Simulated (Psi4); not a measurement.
furan (C₄H₄O), singlet, geometry from GFN2-xTB. Base run: B3LYP/6-31G in Psi4.

Input for Psi4:
```
memory 2 GB

molecule mol {
0 1
O    -0.007985   -0.002511    1.150908
C    -0.007729    1.078552    0.354762
C     0.002839   -1.080090    0.350126
C     0.003161    0.710581   -0.954111
C     0.010099   -0.706412   -0.957154
H    -0.015720    2.039412    0.829826
H     0.004267   -2.043014    0.821059
H     0.005929    1.357590   -1.807037
H     0.019184   -1.349694   -1.812851
}

set {
  basis 6-31g
  reference rks
}

energy('b3lyp')
print_variables()
```

The base run was repeated with changes; each row names its change, and settings that it needs were set with it.

```csv
change,basis functions,E (Eh),dipole (D),core-seconds (rough)
base,53,-229.94691,0.92,7
basis = STO-3G,29,-227.08694,0.14,5
basis = def2-SV(P),78,-229.84458,0.53,10
basis = 6-31G*,___,___,0.57,10
basis = cc-pVDZ,90,-230.03516,0.46,10
basis = def2-SVP,90,-229.85457,0.54,9
basis = pcseg-1,90,-229.98189,0.61,10
basis = 6-31G**,___,___,0.57,10
basis = 6-31+G*,___,___,___,10
basis = 6-311G**,___,___,0.57,10
basis = def2-SVPD,135,-229.86735,0.66,20
"basis = 6-311+G(2d,p)",159,-230.09281,0.65,20
basis = def2-TZVPD,224,-230.11545,0.61,30
```

**Question.** Fill in the missing entries.

**Answer.** 
- basis = 6-31G*, basis functions: 83
- basis = 6-31G*, E (Eh): -230.01920
- basis = 6-31G**, basis functions: 95
- basis = 6-31G**, E (Eh): -230.02607
- basis = 6-31+G*, basis functions: 103
- basis = 6-31+G*, E (Eh): -230.02985
- basis = 6-31+G*, dipole (D): 0.67
- basis = 6-311G**, basis functions: 114
- basis = 6-311G**, E (Eh): -230.08239

Totals compare only among sets that treat the same electrons; sets with core potentials leave the core out.
